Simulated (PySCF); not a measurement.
## Optical rotation: SMILES C[C@H]1COC=C[Si@@H]1F, C$_{5}$H$_{9}$FOSi

Molfile (atoms numbered from 1):
```
C5H9FOSi
     RDKit          3D

 17 17  0  0  0  0  0  0  0  0999 V2000
   -2.0718   -0.5241   -0.4489 C   0  0  0  0  0  0  0  0  0  0  0  0
   -0.7372    0.1969   -0.2953 C   0  0  1  0  0  0  0  0  0  0  0  0
   -0.4186    0.3805    1.1878 C   0  0  0  0  0  0  0  0  0  0  0  0
    0.7070    1.1920    1.4801 O   0  0  0  0  0  0  0  0  0  0  0  0
    1.8803    0.9555    0.8728 C   0  0  0  0  0  0  0  0  0  0  0  0
    2.1401    0.1465   -0.1586 C   0  0  0  0  0  0  0  0  0  0  0  0
    0.7534   -0.7137   -1.0507 Si  0  0  2  0  0  4  0  0  0  0  0  0
    0.8244   -0.4267   -2.6429 F   0  0  0  0  0  0  0  0  0  0  0  0
   -2.3088   -0.6521   -1.5022 H   0  0  0  0  0  0  0  0  0  0  0  0
   -2.8772    0.0417    0.0185 H   0  0  0  0  0  0  0  0  0  0  0  0
   -2.0326   -1.5078    0.0149 H   0  0  0  0  0  0  0  0  0  0  0  0
   -0.8321    1.1915   -0.7438 H   0  0  0  0  0  0  0  0  0  0  0  0
   -0.2658   -0.6076    1.6474 H   0  0  0  0  0  0  0  0  0  0  0  0
   -1.2456    0.8754    1.7070 H   0  0  0  0  0  0  0  0  0  0  0  0
    2.6522    1.5495    1.3514 H   0  0  0  0  0  0  0  0  0  0  0  0
    3.1632    0.0794   -0.4909 H   0  0  0  0  0  0  0  0  0  0  0  0
    0.6620   -2.1649   -0.9567 H   0  0  0  0  0  0  0  0  0  0  0  0
  1  2  1  0
  2  3  1  0
  3  4  1  0
  4  5  1  0
  5  6  2  0
  6  7  1  0
  7  8  1  0
  7  2  1  0
  1  9  1  0
  1 10  1  0
  1 11  1  0
  2 12  1  6
  3 13  1  0
  3 14  1  0
  5 15  1  0
  6 16  1  0
  7 17  1  6
M  END
```

Computed, not measured: PySCF 2.14.0, TDDFT CAM-B3LYP/def2-SVPD circular dichroism and optical rotation, one conformer, gas phase. Geometry: GFN2-xTB.

States above about 8.4 eV (minus the energy of the highest occupied orbital) lie near or above the ionisation threshold and depend on the basis.

Stereocentres: C2 S, Si7 R.

**Question.** Give the optical rotatory dispersion at 633, 589.3, 546, 436, 405, 365, 355 nm.

**Answer.** [α] in deg dm⁻¹ (g/mL)⁻¹:
| λ (nm) | origin-invariant length gauge | modified velocity gauge | length gauge (centre of mass) | isotropic polarisability (au) |
| --- | --- | --- | --- | --- |
| 633 | -112.0 | -99.7 | -112.3 | 85.5 |
| 589.3 | -132.2 | -117.6 | -132.5 | 85.8 |
| 546 | -158.4 | -141.0 | -158.7 | 86.2 |
| 436 | -279.6 | -249.2 | -279.9 | 87.9 |
| 405 | -342.3 | -305.4 | -342.6 | 88.7 |
| 365 | -464.6 | -415.2 | -464.7 | 90.1 |
| 355 | -506.6 | -453.0 | -506.6 | 90.6 |

**Question.** And for the mirror image at 589.3 nm?

**Answer.** +132.2 deg dm⁻¹ (g/mL)⁻¹ (origin-invariant length gauge): the same size and the opposite sign.

**Question.** What is the molar rotation [Φ] = [α]·M/100 of the geometry above at 589.3 nm?

**Answer.** With M = 132.21 g/mol, -174.8 deg cm² dmol⁻¹ (origin-invariant length gauge).

The first excitation lies at 6.11 eV (203 nm) with R = -21.2 × 10⁻⁴⁰ esu² cm² (velocity form).
